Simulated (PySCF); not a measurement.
Computed shifts of a molecule C₂H₄Cl₂Ge, HF/pcSseg-1 (PySCF), GIAO, gas phase, atoms alike by connectivity averaged where their shifts nearly agree, in ppm (number of nuclei): ¹³C: 152.8 (1), 135.8 (1). ¹H: 7.07 (2), 6.42 (1), 5.94 (1). References: ⁷³Ge against GeH4 (σ = 1776.1 ppm); ³⁵Cl against HCl (σ = 958.2 ppm); ¹³C against TMS (σ = 192.6 ppm); ¹H against TMS (σ = 31.99 ppm), references at their B3LYP-D3(BJ)/def2-TZVP geometries, non-relativistic (without spin–orbit terms, shifts of atoms bonded to Cl or Br come out too high). Geometry: r2SCAN-D4/def2-SVP. One conformer was computed; it need not be the lowest.

Q: Identify the compound among the candidates.
A. C=[C](Cl)[GeH2][Cl]
B. Cl/C=[CH]\[GeH2][Cl]
C. ClC(Cl)=[CH][GeH3]
D. C=[CH][GeH]([Cl])[Cl]

A: D, C=[CH][GeH]([Cl])[Cl]
